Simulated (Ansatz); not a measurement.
C4H12AsN⁺, that is AsMe2(NMe2) with one electron fewer. The state is a doublet with charge 1. Geometry r2SCAN-D4/def2-SVP; atoms count from 1.

```xyz
18

As    0.446    0.259    1.106
C    -0.485   -1.325    1.754
H    -1.474   -1.066    2.154
H     0.127   -1.718    2.581
H    -0.564   -2.082    0.960
C     2.146   -0.468    0.494
H     1.986   -1.250   -0.262
H     2.626   -0.905    1.383
H     2.799    0.327    0.109
N    -0.429    0.573   -0.506
C     0.245    1.238   -1.603
C    -1.876    0.552   -0.584
H    -0.001    0.711   -2.542
H     1.333    1.233   -1.468
H    -0.108    2.280   -1.703
H    -2.318    0.060    0.290
H    -2.276    1.579   -0.668
H    -2.176    0.003   -1.493
```

Question: Estimate the Mulliken populations from the PBE0/def2-TZVP orbitals of Ansatz.

Answer: 
```
atom  charge (e)  spin (α − β)
 As1        0.42          0.22
  C2       -0.47          0.06
  H3        0.19          0.00
  H4        0.19          0.00
  H5        0.19          0.01
  C6       -0.47          0.05
  H7        0.19          0.01
  H8        0.19          0.00
  H9        0.19          0.00
 N10       -0.08          0.58
 C11       -0.30         -0.03
 C12       -0.30         -0.03
 H13        0.19          0.03
 H14        0.16          0.00
 H15        0.19          0.03
 H16        0.16          0.00
 H17        0.19          0.03
 H18        0.19          0.03
```
Mulliken values depend strongly on the basis.

Question: Where does the spin sit?

Answer: Summed by element: As 0.22, C 0.05, H 0.15, N 0.58, of 1 unpaired in all. Largest on single atoms: N10 0.58, As1 0.22, C2 0.06.

Question: And the Mayer bond orders between heavy atoms (over 0.3)?

Answer: As1–C2 0.98 (1.95 Å); As1–C6 0.98 (1.95 Å); As1–N10 1.08 (1.86 Å); N10–C11 0.94 (1.45 Å); N10–C12 0.94 (1.45 Å).
